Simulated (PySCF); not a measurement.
Species: `C[SiH](P)P`. The columns A, B, C and D hold Mulliken, IAO, Hirshfeld and ESP-fitted charges (e) of one PBE0/pcSseg-1 density (PySCF), in a shuffled order. Coordinates in Å (PBE0-D3(BJ)/def2-SVP); the density's dipole moment is (0.08, 1.46, 1.17) D.

```csv
atom,x,y,z,A,B,C,D
C1,-0.290,1.570,0.363,-0.706,-0.212,-0.601,-0.641
Si2,0.030,-0.276,0.218,+0.569,+0.258,+0.318,+0.627
P3,1.498,-0.633,-1.477,-0.115,-0.030,-0.208,-0.341
P4,-1.806,-1.492,-0.334,-0.106,-0.030,-0.193,-0.377
H5,-1.036,1.773,1.147,+0.158,+0.045,+0.153,+0.145
H6,0.634,2.112,0.620,+0.158,+0.045,+0.151,+0.181
H7,-0.671,1.972,-0.589,+0.158,+0.043,+0.156,+0.152
H8,0.527,-0.816,1.523,-0.113,-0.084,-0.022,-0.157
H9,2.620,-0.122,-0.750,-0.001,-0.009,+0.060,+0.089
H10,1.753,-1.988,-1.102,+0.005,-0.007,+0.069,+0.097
H11,-2.192,-0.586,-1.371,-0.002,-0.010,+0.059,+0.111
H12,-2.636,-0.863,0.649,-0.003,-0.009,+0.056,+0.114
```

Problem. Which column most likely holds the ESP-fitted charges?

Solution. D. Σ q r misses the density's dipole by 0.07 D (D), 1.12 D (C), 1.76 D (A), 1.86 D (B). Charges fitted to the outside potential are the only set here that is tied to the molecule's multipoles.

Problem. And the Hirshfeld charges?

Solution. B. The mean sizes are 0.065 e (B), 0.171 e (C), 0.174 e (A), 0.253 e (D), and Hirshfeld charges are commonly the smallest of these schemes.

As computed, A = IAO, B = Hirshfeld, C = Mulliken, D = ESP-fitted. Hydrogens on carbon: IAO +0.16 to +0.16, Hirshfeld +0.04 to +0.05, Mulliken +0.15 to +0.16, ESP-fitted +0.14 to +0.18 e.

The Hirshfeld scheme divides the density at each point in proportion to the densities of the neutral, spherically averaged free atoms. The IAO scheme projects the occupied orbitals on a minimal set of polarised atomic orbitals and counts the electrons in each atom's part of it.

One conformer (not necessarily the lowest) at the PBE0-D3(BJ)/def2-SVP geometry, without solvent, vibrations or thermal averaging.

Conformer computed: `[CH3:1][SiH:2]([PH2:3])[PH2:4]`: H–P3–Si2–C1 73°, H–P3–Si2–C1 167°, H–P4–Si2–C1 46°, H–P4–Si2–C1 -48°.
